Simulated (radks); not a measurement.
Spherical quantum dot in the effective-mass picture: electrons in a hard-walled sphere of radius 9.68, with a point charge +1 (a donor) at the centre, all in effective atomic units (hartree* = m*/eps^2 hartree, bohr* = eps/m* bohr), one dielectric constant everywhere. Calculated with a radial shooting solver with Libxc functionals: non-relativistic Kohn-Sham, PBE, spin-polarised, spherical densities. Levels are named by radial order and angular momentum (1s, 1p, 1d, 2s, ...), and open shells are averaged over m.

N = 4, configuration 1s2 1p(up 2, down 0). This is the lowest configuration that the search found. Occupied levels:

level,occupation,eigenvalue (hartree*),<r> (bohr*)
1s down,1,0.33490,2.275
1s up,1,0.35104,3.748
1p up,2,0.41480,6.268

Energy (hartree*): total 0.0784285, kinetic 0.71197, external -1.6144, Hartree 1.6247, exchange-correlation -0.64391.

Electron density:

r (bohr*),n(r) (e/bohr*^3)
0.209,0.2070
0.937,0.05067
1.67,0.01466
2.39,0.005253
3.12,0.002556
3.85,0.001803
4.58,0.001621
5.30,0.001570
6.03,0.001458
6.76,0.001194
7.49,0.0007755
8.21,0.0003568
8.94,0.00008823
9.67,8.512e-08
